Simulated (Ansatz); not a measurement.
## Molecular dynamics of H4O3Si

Input:

```yaml
crystal:
  periodic: [false, false, false]
  atoms:
    - { symbol: Si, position_ang: [-0.042472, -0.062408, 0.229404] }
    - { symbol: H, position_ang: [0.066881, 0.199112, 1.699335] }
    - { symbol: O, position_ang: [1.500472, -0.001538, -0.534827] }
    - { symbol: H, position_ang: [1.745169, -0.743045, -1.131349] }
    - { symbol: O, position_ang: [-1.105247, 1.183966, -0.305672] }
    - { symbol: H, position_ang: [-1.192625, 1.412225, -1.256134] }
    - { symbol: O, position_ang: [-0.586198, -1.651995, -0.197012] }
    - { symbol: H, position_ang: [-1.47878, -1.984818, 0.033054] }
basis:
  gaussian: { orbitals: "6-31G" }
hamiltonian:
  xc: pbe
md:
  timestep: 0.5
  n_steps: 166
  ensemble: nvt_langevin
  temperature: 2000.0
  initial_velocities: maxwell_boltzmann
  seed: 20377
  friction: 0.05
```

Run as:

```bash
$ ansatz run input.yaml --threads 1 --pin off --max-ram 2048MiB --backend cpu --events-out ev --progress --plain --runs-dir out
```

It starts from a relaxed structure.

Output, in part (one step line in 3, the closing report, with atoms numbered from 0):

```
md step     0: t =     0.00 fs  T =  1750.0 K  F+E_penalty+E_count = -14072.38533222 eV  E_kin = 1.809640 eV  (25 SCF iters)
md step     3: t =     1.50 fs  T =  1981.8 K  F+E_penalty+E_count = -14072.24332467 eV  E_kin = 2.049370 eV  (29 SCF iters)
md step     6: t =     3.00 fs  T =  2017.6 K  F+E_penalty+E_count = -14072.00725435 eV  E_kin = 2.086410 eV  (29 SCF iters)
md step     9: t =     4.50 fs  T =  2071.2 K  F+E_penalty+E_count = -14071.93679670 eV  E_kin = 2.141738 eV  (29 SCF iters)
md step    12: t =     6.00 fs  T =  2069.7 K  F+E_penalty+E_count = -14071.66438209 eV  E_kin = 2.140269 eV  (28 SCF iters)
md step    15: t =     7.50 fs  T =  1738.8 K  F+E_penalty+E_count = -14071.43521438 eV  E_kin = 1.798099 eV  (29 SCF iters)
md step    18: t =     9.00 fs  T =  2037.8 K  F+E_penalty+E_count = -14071.59688418 eV  E_kin = 2.107264 eV  (29 SCF iters)
md step    21: t =    10.50 fs  T =  2388.9 K  F+E_penalty+E_count = -14071.74931622 eV  E_kin = 2.470312 eV  (29 SCF iters)
md step    24: t =    12.00 fs  T =  2171.6 K  F+E_penalty+E_count = -14071.32882026 eV  E_kin = 2.245575 eV  (29 SCF iters)
md step    27: t =    13.50 fs  T =  2376.9 K  F+E_penalty+E_count = -14071.48894139 eV  E_kin = 2.457870 eV  (28 SCF iters)
md step    30: t =    15.00 fs  T =  2427.1 K  F+E_penalty+E_count = -14071.78924040 eV  E_kin = 2.509849 eV  (29 SCF iters)
md step    33: t =    16.50 fs  T =  2522.3 K  F+E_penalty+E_count = -14071.48419657 eV  E_kin = 2.608229 eV  (29 SCF iters)
md step    36: t =    18.00 fs  T =  2001.5 K  F+E_penalty+E_count = -14071.42637016 eV  E_kin = 2.069706 eV  (27 SCF iters)
md step    39: t =    19.50 fs  T =  2433.3 K  F+E_penalty+E_count = -14071.70332469 eV  E_kin = 2.516239 eV  (29 SCF iters)
md step    42: t =    21.00 fs  T =  1854.4 K  F+E_penalty+E_count = -14071.55223041 eV  E_kin = 1.917566 eV  (27 SCF iters)
md step    45: t =    22.50 fs  T =  1754.8 K  F+E_penalty+E_count = -14071.64142357 eV  E_kin = 1.814629 eV  (28 SCF iters)
md step    48: t =    24.00 fs  T =  1654.0 K  F+E_penalty+E_count = -14071.90122334 eV  E_kin = 1.710328 eV  (28 SCF iters)
md step    51: t =    25.50 fs  T =  1106.9 K  F+E_penalty+E_count = -14071.55438428 eV  E_kin = 1.144661 eV  (28 SCF iters)
md step    54: t =    27.00 fs  T =  1348.6 K  F+E_penalty+E_count = -14071.53014787 eV  E_kin = 1.394606 eV  (27 SCF iters)
md step    57: t =    28.50 fs  T =  1819.6 K  F+E_penalty+E_count = -14071.85091402 eV  E_kin = 1.881590 eV  (27 SCF iters)
md step    60: t =    30.00 fs  T =  1824.6 K  F+E_penalty+E_count = -14071.76250563 eV  E_kin = 1.886770 eV  (29 SCF iters)
md step    63: t =    31.50 fs  T =  1624.0 K  F+E_penalty+E_count = -14071.74819858 eV  E_kin = 1.679383 eV  (27 SCF iters)
md step    66: t =    33.00 fs  T =  1487.0 K  F+E_penalty+E_count = -14071.75721687 eV  E_kin = 1.537704 eV  (27 SCF iters)
md step    69: t =    34.50 fs  T =  1280.0 K  F+E_penalty+E_count = -14071.38586286 eV  E_kin = 1.323583 eV  (28 SCF iters)
md step    72: t =    36.00 fs  T =  1426.3 K  F+E_penalty+E_count = -14071.49262633 eV  E_kin = 1.474950 eV  (28 SCF iters)
md step    75: t =    37.50 fs  T =   965.2 K  F+E_penalty+E_count = -14071.56510463 eV  E_kin = 0.998076 eV  (26 SCF iters)
md step    78: t =    39.00 fs  T =  1048.3 K  F+E_penalty+E_count = -14071.62983616 eV  E_kin = 1.083988 eV  (27 SCF iters)
md step    81: t =    40.50 fs  T =  1336.8 K  F+E_penalty+E_count = -14071.71556348 eV  E_kin = 1.382372 eV  (26 SCF iters)
md step    84: t =    42.00 fs  T =   988.4 K  F+E_penalty+E_count = -14071.69877417 eV  E_kin = 1.022116 eV  (28 SCF iters)
md step    87: t =    43.50 fs  T =   892.4 K  F+E_penalty+E_count = -14071.78899550 eV  E_kin = 0.922823 eV  (29 SCF iters)
md step    90: t =    45.00 fs  T =  1305.8 K  F+E_penalty+E_count = -14071.91773879 eV  E_kin = 1.350274 eV  (29 SCF iters)
md step    93: t =    46.50 fs  T =  1508.1 K  F+E_penalty+E_count = -14071.82970616 eV  E_kin = 1.559526 eV  (29 SCF iters)
md step    96: t =    48.00 fs  T =  1841.5 K  F+E_penalty+E_count = -14071.94530841 eV  E_kin = 1.904233 eV  (27 SCF iters)
md step    99: t =    49.50 fs  T =  2289.2 K  F+E_penalty+E_count = -14071.92235488 eV  E_kin = 2.367239 eV  (28 SCF iters)
md step   102: t =    51.00 fs  T =  2133.0 K  F+E_penalty+E_count = -14071.63840622 eV  E_kin = 2.205704 eV  (29 SCF iters)
md step   105: t =    52.50 fs  T =  2049.3 K  F+E_penalty+E_count = -14071.42386144 eV  E_kin = 2.119182 eV  (29 SCF iters)
md step   108: t =    54.00 fs  T =  2033.5 K  F+E_penalty+E_count = -14071.22742694 eV  E_kin = 2.102821 eV  (28 SCF iters)
md step   111: t =    55.50 fs  T =  1824.3 K  F+E_penalty+E_count = -14071.05370354 eV  E_kin = 1.886488 eV  (29 SCF iters)
md step   114: t =    57.00 fs  T =  1659.8 K  F+E_penalty+E_count = -14070.84879657 eV  E_kin = 1.716380 eV  (29 SCF iters)
md step   117: t =    58.50 fs  T =  1272.7 K  F+E_penalty+E_count = -14070.60358094 eV  E_kin = 1.316108 eV  (29 SCF iters)
md step   120: t =    60.00 fs  T =  1230.0 K  F+E_penalty+E_count = -14070.36488383 eV  E_kin = 1.271923 eV  (29 SCF iters)
md step   123: t =    61.50 fs  T =  1449.9 K  F+E_penalty+E_count = -14070.36945701 eV  E_kin = 1.499325 eV  (30 SCF iters)
md step   126: t =    63.00 fs  T =  1641.9 K  F+E_penalty+E_count = -14070.58717605 eV  E_kin = 1.697907 eV  (30 SCF iters)
md step   129: t =    64.50 fs  T =  1454.7 K  F+E_penalty+E_count = -14070.67584010 eV  E_kin = 1.504308 eV  (30 SCF iters)
md step   132: t =    66.00 fs  T =  1610.0 K  F+E_penalty+E_count = -14070.98413527 eV  E_kin = 1.664861 eV  (26 SCF iters)
md step   135: t =    67.50 fs  T =  2191.5 K  F+E_penalty+E_count = -14071.14463826 eV  E_kin = 2.266155 eV  (28 SCF iters)
md step   138: t =    69.00 fs  T =  1583.5 K  F+E_penalty+E_count = -14071.00404942 eV  E_kin = 1.637458 eV  (27 SCF iters)
md step   141: t =    70.50 fs  T =  2059.4 K  F+E_penalty+E_count = -14071.17406675 eV  E_kin = 2.129546 eV  (28 SCF iters)
md step   144: t =    72.00 fs  T =  1433.7 K  F+E_penalty+E_count = -14070.95902667 eV  E_kin = 1.482522 eV  (28 SCF iters)
md step   147: t =    73.50 fs  T =  1547.6 K  F+E_penalty+E_count = -14070.82777957 eV  E_kin = 1.600312 eV  (28 SCF iters)
md step   150: t =    75.00 fs  T =  2303.1 K  F+E_penalty+E_count = -14071.05881141 eV  E_kin = 2.381615 eV  (28 SCF iters)
md step   153: t =    76.50 fs  T =  2358.2 K  F+E_penalty+E_count = -14070.99616875 eV  E_kin = 2.438520 eV  (29 SCF iters)
md step   156: t =    78.00 fs  T =  1770.5 K  F+E_penalty+E_count = -14070.79692592 eV  E_kin = 1.830848 eV  (29 SCF iters)
md step   159: t =    79.50 fs  T =  2097.7 K  F+E_penalty+E_count = -14071.20142494 eV  E_kin = 2.169183 eV  (29 SCF iters)
md step   162: t =    81.00 fs  T =  2207.0 K  F+E_penalty+E_count = -14071.19934002 eV  E_kin = 2.282171 eV  (29 SCF iters)
md step   165: t =    82.50 fs  T =  1917.9 K  F+E_penalty+E_count = -14071.19780214 eV  E_kin = 1.983220 eV  (29 SCF iters)
md step   166: t =    83.00 fs  T =  2175.9 K  F+E_penalty+E_count = -14071.23624780 eV  E_kin = 2.250049 eV  (27 SCF iters)
Total energy: -14071.23628156 eV, -517.1083955207 hartree
Atom 0 at     0.008905    -0.098461     0.497757 Å, force    -1.913809    -3.464002     0.681006 eV/Å
Atom 1 at     0.081758     0.213047     2.058869 Å, force     0.167665     0.352403    -1.287358 eV/Å
Atom 2 at     1.392405    -0.614582    -0.319418 Å, force    -1.773562    -0.381638    -0.124749 eV/Å
Atom 3 at     2.252705    -0.288130    -0.335777 Å, force     3.163929     1.151191     0.021813 eV/Å
Atom 4 at    -1.094972     0.612147    -0.619348 Å, force     0.117913     1.159179     0.239317 eV/Å
Atom 5 at    -0.689056     1.298223    -1.185206 Å, force    -0.220863     0.489847    -0.545638 eV/Å
Atom 6 at    -0.731204    -1.698710     0.420672 Å, force    -1.992059    -0.634361     0.026880 eV/Å
Atom 7 at    -1.652274    -1.978228    -0.004340 Å, force     2.450787     1.327381     0.988728 eV/Å
Dipole moment:     0.358982     0.766576    -0.024652 e Å
```

All steps were run. The mean temperature of the second half is 12 % below the set value. A run of 0.083 ps of so small a system gives no equilibrium averages. Limits of this set-up: no polarisation functions.

The same pairs are bonded in the first frame and the last. Pairs count as bonded within 1.25 times the sum of covalent radii (0.12 Å more for H–H).

Last frame:

```xyz
8
Properties=species:S:1:pos:R:3
Si 0.009 -0.099 0.498
H 0.082 0.213 2.059
O 1.392 -0.615 -0.319
H 2.253 -0.288 -0.336
O -1.095 0.612 -0.619
H -0.689 1.298 -1.185
O -0.731 -1.699 0.421
H -1.652 -1.978 -0.004
```

Run time: 4.7 min on 1 thread of Arm Neoverse V1, with other jobs on the host, peak memory 0.089 GiB.
